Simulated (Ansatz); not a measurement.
(CdO)6 ring (Cd6O6). The state is a singlet with charge 0. Geometry r2SCAN-D4/def2-SVP; atoms count from 1.

```xyz
12

Cd   -0.179    3.324    0.178
O    -0.406    3.275    2.129
Cd   -0.408    1.492    2.953
O    -0.426   -0.231    3.895
Cd   -0.244   -1.832    2.773
O    -0.072   -3.507    1.761
Cd    0.168   -3.325   -0.180
O     0.413   -3.275   -2.128
Cd    0.423   -1.492   -2.951
O     0.451    0.232   -3.892
Cd    0.241    1.832   -2.773
O     0.040    3.506   -1.765
```

In the def2 sets Cd takes a core potential; there is no spin–orbit coupling. Single mean-field runs in def2-TZVP are fitted with def2-universal-jkfit.

(1) Estimate the Mulliken populations from the PBE0/def2-TZVP orbitals of Ansatz.

(2) And the Mayer bond orders between heavy atoms (over 0.3)?

Results:

(1) 
| atom | charge (e) | d electrons |
| --- | --- | --- |
| Cd1 | 0.82 | 9.96 |
| O2 | -0.82 | – |
| Cd3 | 0.82 | 9.96 |
| O4 | -0.82 | – |
| Cd5 | 0.82 | 9.96 |
| O6 | -0.82 | – |
| Cd7 | 0.82 | 9.96 |
| O8 | -0.82 | – |
| Cd9 | 0.82 | 9.96 |
| O10 | -0.82 | – |
| Cd11 | 0.82 | 9.96 |
| O12 | -0.82 | – |
Mulliken values depend strongly on the basis.

(2) Cd1–O2 0.84 (1.96 Å); Cd1–O12 0.84 (1.96 Å); O2–Cd3 0.84 (1.96 Å); Cd3–O4 0.84 (1.96 Å); O4–Cd5 0.84 (1.96 Å); Cd5–O6 0.84 (1.96 Å); O6–Cd7 0.84 (1.96 Å); Cd7–O8 0.84 (1.96 Å); O8–Cd9 0.84 (1.96 Å); Cd9–O10 0.84 (1.96 Å); O10–Cd11 0.84 (1.96 Å); Cd11–O12 0.84 (1.96 Å).
